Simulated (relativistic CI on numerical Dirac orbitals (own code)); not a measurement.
## How the errors of a small relativistic CI change along the 40-electron sequence

Levels calculated with a relativistic CI code on KLI orbitals, against measured ones, in five cumulative steps: (1) Dirac-Coulomb, each configuration alone; (2) with Breit and QED terms; (3) with configuration mixing; (4) with scaled Slater integrals; (5) with a P86 correlation estimate. Each ion has its own short list of configurations; levels above 2,000 cm⁻¹ that pair in every step are counted, and ions without enough such levels are left out. The scale is 0.85 up to charge 4 and 0.9 beyond; P86 is a density functional added for each configuration.

Median relative error (%):

| Ion | Ground | Levels | (1) | (2) | (3) | (4) | (5) |
| --- | --- | --- | --- | --- | --- | --- | --- |
| Zr I | 4d2 5s2 | 38 | 50.3 | 50.6 | 19.4 | 15.7 | 9.2 |
| Nb II | 4d4 | 10 | 64.2 | 58.6 | 23.2 | 18.0 | 22.4 |
| Mo III | 4d4 | 53 | 6.4 | 6.6 | 8.7 | 3.1 | 7.3 |
| Ag VIII | 4s2 4d4 | 21 | 13.7 | 12.9 | 10.4 | 2.0 | 2.0 |

Mean absolute error (cm⁻¹):

```
    Ion   (1)   (2)   (3)   (4)   (5)
   Zr I  6741  6816  2300  2191  1472
  Nb II  3938  3894  1101   756  1251
 Mo III  3338  3352  3400  1151  2409
Ag VIII  4786  4573  3643   733   734
```

In step (3), fully ab initio, the relative error is 19.4 % for Zr I and 10.4 % for Ag VIII, while the absolute error goes from 2300 to 3643 cm⁻¹. Level energies grow with the charge (linearly within a shell, quadratically where n changes), mostly faster than the correlation that the model misses, so the relative error falls. The sets of levels differ from ion to ion, which blurs the trend. Mixing (step 3) lowers the mean absolute error for 3 of the 4 ions and scaling (step 4) for 4. The P86 step changes the mean absolute error by a factor of 0.7 for the first ion and 1.0 for the last.

Sources of the measured levels: Zr I, NIST Handbook of Basic Atomic Spectroscopic Data (Sansonetti and Martin, J. Phys. Chem. Ref. Data 34, 1559 (2005)); Nb II, NIST Handbook of Basic Atomic Spectroscopic Data (Sansonetti and Martin, J. Phys. Chem. Ref. Data 34, 1559 (2005)); Mo III, Sugar and Musgrove, J. Phys. Chem. Ref. Data 17, 155 (1988); Ag VIII, Atoms 5, 11 (2017), spectra Ag VII to Ag IX.
